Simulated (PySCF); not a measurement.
**Structure and largest two-photon cross section among the few lowest singlets (linear parallel light, single beam, Lorentzian half width 0.1 eV, states within 0.08 eV summed)**

The calculation used TDDFT CAM-B3LYP/aug-cc-pVDZ excited states, vertical, gas phase (PySCF). Geometry: PBE0-D3(BJ)/def2-SVP.

Each molecule in one low-energy conformer.

Question: How does the largest two-photon cross section among the few lowest singlets (linear parallel light, single beam, Lorentzian half width 0.1 eV, states within 0.08 eV summed) change along this series?
- C#CC=C=C([SiH3])C#C (H replaced by SiH3)
- C#CC=C=C(C#C)OC (H replaced by OCH3)
- C#CC=C=C(C#C)C#N (H replaced by CN)

Answer: 
| molecule | S1 (eV) | f(S1) | largest σ (GM) | at photon λ (nm) |
| --- | --- | --- | --- | --- |
| C#CC=C=C([SiH3])C#C | 4.71 | 0.001 | 0.6 | 443 |
| C#CC=C=C(C#C)OC | 3.99 | 0.000 | 0.6 | 447 |
| C#CC=C=C(C#C)C#N | 4.62 | 0.000 | 0.8 | 450 |

The largest two-photon cross section among the few lowest singlets (linear parallel light, single beam, Lorentzian half width 0.1 eV, states within 0.08 eV summed) is lowest for C#CC=C=C(C#C)OC and highest for C#CC=C=C(C#C)C#N.
